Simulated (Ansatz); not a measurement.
Total energies of BCl₅Si, SMILES `ClB(Cl)[Si](Cl)(Cl)Cl`.

```xyz
7

Cl   -0.786    1.242   -2.056
B    -0.971    0.523   -0.489
Cl   -2.495    0.581    0.331
Si    0.634   -0.364    0.348
Cl    2.077    1.044    0.651
Cl    1.354   -1.791   -0.916
Cl    0.187   -1.236    2.131
```

The species carries charge 0 and has multiplicity 1. The geometry is a stationary point of PBE0-D4/def2-TZVP. It is one conformer, not always the lowest. Basis def2-TZVPP, Ansatz.

RPA on PBE orbitals: Hartree–Fock energy of these orbitals -2611.35210 Eh, correlation -1.86966 Eh (frozen core).

| functional | energy without D4 (Eh) | D4 term (kJ/mol) |
| --- | --- | --- |
| LDA (SPW92) | -2606.83132 | – |
| PBE | -2614.54828 | -39.1 |
| revPBE | -2615.17520 | -93.0 |
| BLYP | -2615.63642 | -82.7 |
| r2SCAN | -2615.48545 | -9.4 |
| B97M-V | -2615.02041 | – |
| PBE0 | -2614.76433 | -34.2 |
| B3LYP | -2615.75612 | -64.3 |
| r2SCANh | -2615.47609 | -10.4 |
| r2SCAN0 | -2615.46357 | -11.7 |
| HSE06 (plane-wave form) | -2614.71828 | -32.5 |
| BHLYP | -2615.65835 | -56.2 |
| CAM-B3LYP | -2615.72549 | -36.0 |
| LC-ωPBE | -2614.92350 | – |
| ωB97X-V | -2615.28177 | – |
| ωB97M-V | -2615.54557 | – |
| B2PLYP | -2614.88139 | – |
| PBE-QIDH | -2614.26201 | – |

B3LYP takes the VWN-RPA correlation (the form of Gaussian; ORCA's B3LYP/G). HSE06 is the plane-wave form, built on full-range PBE exchange. The double hybrids freeze the cores in their second-order part.

LC-ωPBE has ω = 0.4 bohr⁻¹.
